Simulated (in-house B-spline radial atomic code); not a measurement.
Inner levels of gold as electrons are removed. A shift is the extra binding of the orbital against the neutral atom ([Xe] 4f14 5d10 6s1). The density at the nucleus is averaged over the nuclear charge. Computed with a B-spline radial code for spherical atoms: Dirac-Hartree-Fock, jj configuration that fills j = l - 1/2 first, finite nuclei.

A number in brackets counts the electrons of a j subshell.

| ion | configuration | shift of 2s1/2 (eV) | shift of 3s1/2 (eV) | shift of 2p3/2 (eV) | radius of 2s1/2 (bohr) | radius of 3s1/2 (bohr) | radius of 2p3/2 (bohr) | Σ<r²> (bohr²) | change of density at nucleus (bohr⁻³) |
| --- | --- | --- | --- | --- | --- | --- | --- | --- | --- |
| Au59+ | [Ar] 3d3/2(2) | 4197.23 | 3688.68 | 4198.85 | 0.069872 | 0.17322 | 0.065821 | 0.36837 | -5956.45 |
| Au60+ | [Ar] 3d3/2(1) | 4388.11 | 3829.2 | 4392.56 | 0.069814 | 0.17245 | 0.065754 | 0.33872 | -4869.9 |
| Au61+ | [Ne] 3s2 3p6 | 4581.08 | 3970.91 | 4588.45 | 0.069755 | 0.17169 | 0.065686 | 0.30987 | -3764.15 |
| Au62+ | [Ne] 3s2 3p1/2(2) 3p3/2(3) | ? | ? | ? | ? | ? | ? | ? | ? |
| Au63+ | [Ne] 3s2 3p1/2(2) 3p3/2(2) | ? | ? | ? | ? | ? | ? | ? | ? |
| Au64+ | [Ne] 3s2 3p1/2(2) 3p3/2(1) | 5111.1 | 4346.22 | 5115.92 | 0.069574 | 0.16993 | 0.065551 | 0.20067 | -83.75 |
| Au65+ | [Ne] 3s2 3p1/2(2) | 5290.57 | 4472.92 | 5294.56 | 0.069512 | 0.16935 | 0.065485 | 0.16555 | 1175.27 |
| Au66+ | [Ne] 3s2 3p1/2(1) | 5482.8 | 4605.65 | 5490.29 | 0.069432 | 0.16873 | 0.065394 | 0.13537 | -16.91 |
| Au67+ | [Ne] 3s2 | ? | ? | ? | ? | ? | ? | ? | ? |
| Au68+ | [Ne] 3s1 | 5853.66 | 4884.54 | 5871.98 | 0.06935 | 0.16745 | 0.065231 | 0.0731 | -33946.7 |

Task: Fill in the row of Au62+.

Result: shift of 2s1/2 (eV): 4756.35; shift of 3s1/2 (eV): 4095.21; shift of 2p3/2 (eV): 4762.85; radius of 2s1/2 (bohr): 0.069695; radius of 3s1/2 (bohr): 0.1711; radius of 2p3/2 (bohr): 0.065679; Σ<r²> (bohr²): 0.27281; change of density at nucleus (bohr⁻³): -2553.44.

Task: Fill in the row of Au63+.

Result: shift of 2s1/2 (eV): 4933.03; shift of 3s1/2 (eV): 4220.31; shift of 2p3/2 (eV): 4938.68; radius of 2s1/2 (bohr): 0.069635; radius of 3s1/2 (bohr): 0.17051; radius of 2p3/2 (bohr): 0.065616; Σ<r²> (bohr²): 0.23642; change of density at nucleus (bohr⁻³): -1326.64.

Task: Fill in the row of Au67+.

Result: shift of 2s1/2 (eV): 5676.59; shift of 3s1/2 (eV): 4739.28; shift of 2p3/2 (eV): 5687.65; radius of 2s1/2 (bohr): 0.069351; radius of 3s1/2 (bohr): 0.16812; radius of 2p3/2 (bohr): 0.065302; Σ<r²> (bohr²): 0.10576; change of density at nucleus (bohr⁻³): -1253.55.
